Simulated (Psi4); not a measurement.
CH3Cl3Si, charge -1, doublet, at a GFN2-xTB geometry (a state made from the parent by changing its charge; the spin is typed, not shown lowest) (a gas-phase anion, which may not be bound at this level); CCSD(T)/STO-3G run with Psi4.

Here is a job for Psi4.
```
memory 2 GB

molecule {
-1 2
C    -1.88086609   -0.24439940    0.19810488
Si   -0.03103582    0.22941078    0.24173562
Cl    0.94280005   -0.93243123   -1.17927851
Cl   -0.31054700    2.07327251   -1.15476151
Cl    0.45531735   -1.18432133    2.03091734
H    -2.02275001   -1.28867211    0.46708769
H    -2.44430575    0.35993545    0.90406427
H    -2.30194304   -0.07745725   -0.79099435
}

set {
  basis sto-3g
  reference uhf
  puream true
}

energy('ccsd(t)')
print_variables()
```

Output, abridged:

```
   => Loading Basis Set <=

    Name: STO-3G
    Role: ORBITAL
    Keyword: BASIS

         ---------------------------------------------------------
                                   SCF
               by Justin Turney, Rob Parrish, Andy Simmonett
                          and Daniel G. A. Smith
                              UHF Reference
         ---------------------------------------------------------

  ==> Geometry <==

    Molecular point group: c1
    Full point group: C1

    Geometry (in Angstrom), charge = -1, multiplicity = 2:

       Center              X                  Y                   Z               Mass
    ------------   -----------------  -----------------  -----------------  -----------------
         C           -1.933402108224    -0.250828447474     0.204019927810    12.000000000000
         SI          -0.083571838224     0.222981732526     0.247650667810    27.976926534650
         CL           0.890264031776    -0.938860277474    -1.173363462190    34.968852682000
         CL          -0.363083018224     2.066843462526    -1.148846462190    34.968852682000
         CL           0.402781331776    -1.190750377474     2.036832387810    34.968852682000
         H           -2.075286028224    -1.295101157474     0.473002737810     1.007825032230
         H           -2.496841768224     0.353506402526     0.909979317810     1.007825032230
         H           -2.354479058224    -0.083886297474    -0.785079302190     1.007825032230

  Running in c1 symmetry.

  Rotational constants: A =      0.08367  B =      0.03933  C =      0.03226 [cm^-1]
  Rotational constants: A =   2508.46148  B =   1179.12785  C =    967.23443 [MHz]
  Nuclear repulsion =  412.129908572292948

  Charge       = -1
  Multiplicity = 2
  Electrons    = 75
  Nalpha       = 38
  Nbeta        = 37

  ==> Algorithm <==

  SCF Algorithm Type is PK.
  DIIS enabled.
  MOM disabled.
  Fractional occupation disabled.
  Guess Type is SAD.
  Energy threshold   = 1.00e-08
  Density threshold  = 1.00e-08
  Integral threshold = 1.00e-12

  ==> Primary Basis <==

  Basis Set: STO-3G
    Blend: STO-3G
    Number of shells: 26
    Number of basis functions: 44
    Number of Cartesian functions: 44
    Spherical Harmonics?: true
    Max angular momentum: 1

  ==> Integral Setup <==

  Using in-core PK algorithm.
   Calculation information:
      Number of atoms:                   8
      Number of AO shells:              26
      Number of primitives:             78
[...]
  @UHF Final Energy: -1688.58439895485913
    Total Energy =                      -1688.5843989548591253
[...]
     25  25   0   1        -0.0265103908
     29  31   1   2         0.0262951711
     26  27   5   6        -0.0261351456

    SCF energy       (wfn)                    = -1688.584398954859125
    Reference energy (file100)                = -1688.584398954859353

    Opposite-spin MP2 correlation energy      =   -0.078882611437015
    Same-spin MP2 correlation energy          =   -0.010591977727395
    Singles MP2 correlation energy            =   -0.000000000000000
    MP2 correlation energy                    =   -0.089474589164410
      * MP2 total energy                      = -1688.673873544023763

    Opposite-spin CCSD correlation energy     =   -0.106934701381851
    Same-spin CCSD correlation energy         =   -0.009396632908134
    Singles CCSD correlation energy           =    0.000000000000000
    CCSD correlation energy                   =   -0.116331334289985
      * CCSD total energy                     = -1688.700730289149305

            **************************
            *                        *
            *        CCTRIPLES       *
            *                        *
            **************************

    Wave function   =    CCSD_T
    Reference wfn   =      UHF

    Nuclear Rep. energy (wfn)                =  412.129908572292948
    SCF energy          (wfn)                = -1688.584398954859125
    Reference energy    (file100)            = -1688.584398954859353
    CCSD energy         (file100)            =   -0.116331334289985
    Total CCSD energy   (file100)            = -1688.700730289149305

    Number of ijk index combinations:
    Spin Case AAA:                                8436
    Spin Case BBB:                                7770
    Spin Case AAB:                               26011
    Spin Case ABB:                               25308
    AAA (T) energy                             =   -0.000009134753400
    BBB (T) energy                             =   -0.000026219348753
    AAB (T) energy                             =   -0.000651462412480
    ABB (T) energy                             =   -0.000804664188842
    (T) energy                                   =   -0.001491480703476
      * CCSD(T) total energy                     = -1688.702221769852713

  Variable Map:
  ----------------------------------------------------------------------------
[...]
  Array Variable Map:
  ----------------------------------------------------------------------------
[...]
[...]
```
